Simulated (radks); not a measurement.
Valence configurations of the terbium ion Tb3+ (all share [Xe]). Method: scalar-relativistic Kohn-Sham, BLYP, spin-polarised, spherical densities, finite nucleus; open shells are filled with parallel spins first (spin-orbit coupling, left out, can overturn this in heavy ions); Fermi nuclear charge, rms radius 5.06 fm; computed with a radial shooting solver on a logarithmic mesh with Libxc functionals. Energies are relative to 4f8; eigenvalues in eV for spin up.

valence                  E (eV)  moment (Bohr magnetons)    e(4f)    e(5d)    e(6p)    e(6s)
4f8                       0.000                        6  -35.789        -        -        -
4f7 5d1                   8.138                        8  -43.347  -27.234        -        -
4f7 6s1                  11.312                        8  -46.514        -        -  -25.831
4f7 6p1                  17.265                        8  -47.657        -  -20.491        -
4f6.5 5d0.5 6p1          26.773                        8  -51.596  -31.186  -20.794        -
4f6 5d1 6s0.5 6p0.5      34.634                        8  -55.096  -31.810  -20.781  -27.024
4f6 5d1 6p1              37.754                        8  -55.661  -32.237  -21.080        -
4f5.5 5d1.5 6s1          43.902                        8  -58.714  -32.402        -  -27.117
4f5.5 5d1.5 6s0.5 6p0.5  47.089                        8  -59.280  -32.843  -21.052  -27.426
4f4 5d1 6s2 6p1          116.33                        6  -80.623  -40.874  -23.934  -31.181

NIST lists [Xe] 4f8 as the ground configuration; this level of theory agrees among the configurations tried. The energies are those of spherical high-spin densities, not of single terms.
